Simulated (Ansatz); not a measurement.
Coupled-cluster diagnostics for Li3N⁻, Ansatz.

Geometry of the doublet (PBE-D4/def2-TZVPD):

Cartesian coordinates in Å:
```
Li 0.4307 0.8166 1.4933
Li -0.0641 -1.7513 -0.0565
Li -0.4031 0.9348 -1.4277
N 0.0365 0.0000 -0.0092
```

Correlated methods freeze 1 core orbital; core or outer-core shells of Li are correlated, in sets that lack core-valence functions. In CCSD on the charge -1 doublet the largest single amplitude is 0.18, so its Hartree–Fock determinant may place the open shell otherwise than the density functionals do. The structure comes from a short search, and lower isomers may exist.

Problem. Estimate the CCSD(T) correlation energy, the shares of MP2 and (T), T1 and the reference's ⟨S²⟩ for: charge -1, doublet, own geometry in def2-TZVPPD; and the rough time on 4 threads of AMD EPYC 7571 on a shared host.

Solution. 
```tsv
state	basis	correlation (eV)	MP2 share (%)	(T) share (%)	T1	⟨S²⟩ (pure)	wall time	remarks
charge -1, doublet, own geometry	def2-TZVPPD	-9.156	88.9	3.4	0.060	1.77 (0.75)	52 s	flagged by the program, large T1 (0.060), spin-contaminated (⟨S²⟩ 1.77)
```
Customary marks for T1 are 0.02 (closed shells), 0.045 (open shells) and about 0.05 (3d metals). T1 exceeds 0.02 in 1 of 1 rows and 0.045 in 1; the higher it lies, the less the single-reference result can be trusted.
